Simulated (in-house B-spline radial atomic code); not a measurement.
## Removing one electron from Eu27+

Closed shell [Ar] 3d10 4s2 4p6. Computed with a B-spline radial code for spherical atoms: Koopmans values of Dirac-Hartree-Fock plus a diagonal self-energy, in second order or with its direct term screened (direct RPA, with the hole-particle interaction, or full time-dependent Hartree-Fock), linearised in energy; no-pair Dirac-Coulomb Hamiltonian, finite nucleus. Shifts add to the Koopmans value (the ΔSCF shift is orbital relaxation alone); the final value takes TDHF screening with Breit and QED.

Command:
```bash
python run_mb.py task.json out
```
Settings (nuclear radius in fm, box in bohr, cutoff in hartree):
```
basis_form          2
Z                   63
core_configuration  [Ar] 3d10 4s2 4p6
rms_radius          5.1115
mass_number         153
speed_of_light      137.036
box_radius          3.834
lmax                7
intervals           58
virtual_cutoff      15876.0
```

Cost of the run: 29 s on 1 thread of Arm Neoverse V1 (shared host).

Energies in eV:

| subshell | Koopmans | ΔSCF shift | second order | direct RPA | hole-particle | TDHF | Breit + QED | final |
| --- | --- | --- | --- | --- | --- | --- | --- | --- |
| 4p3/2 | 1038.46 | -0.640 | ? | ? | ? | ? | ? | ? |
| 4p1/2 | 1077.36 | -0.712 | 1.040 | 1.014 | 0.854 | 0.897 | -1.162 | 1077.09 |

(1) What does the self-energy do to 4p3/2?

## Answers

(1) It shifts the removal energy by 1.295 eV in second order, 1.091 with direct RPA, 1.071 with the hole-particle term and 1.132 with TDHF screening (quasi-particle weight 0.990); Breit and QED add -0.739 eV. The final value is 1038.85 eV, against 1037 ± 4 eV (NIST, tabulated theory).
